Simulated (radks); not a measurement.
Values are calculated unless marked as measured or tabulated.
Problem. Coherent X-ray form factor from a spherical all-electron density. Code: a radial shooting solver on a logarithmic mesh with Libxc functionals. Model: scalar-relativistic Kohn-Sham, PBE, spin-polarised, spherical densities, finite nucleus; Fermi nuclear charge, rms radius of each element as measured or else 0.836 A^(1/3) + 0.57 fm.

| sin(theta)/lambda (1/angstrom) | f0 (electrons) |
|---|---|
| 0.05 | 75.232 |
| 0.1 | 73.084 |
| 0.15 | 69.941 |
| 0.2 | 66.259 |
| 0.25 | 62.418 |
| 0.3 | 58.672 |
| 0.4 | 51.917 |
| 0.5 | 46.269 |
| 0.6 | 41.537 |
| 0.8 | 33.902 |
| 1 | 27.899 |
| 1.25 | 22.304 |
| 1.5 | 18.583 |
| 2 | 14.527 |

The species is in the configuration that NIST lists as its ground one. Which atom or ion scatters so?

Solution. The platinum ion Pt2+, [Xe] 4f14 5d8. Extrapolating in s^2 from the first two rows gives f0(0) = 75.9, near the electron count 76; among species with that count, the fall with angle is slower the higher Z, and the table is that of Z = 78; from so few rows the species is fixed only to a neighbour or two.
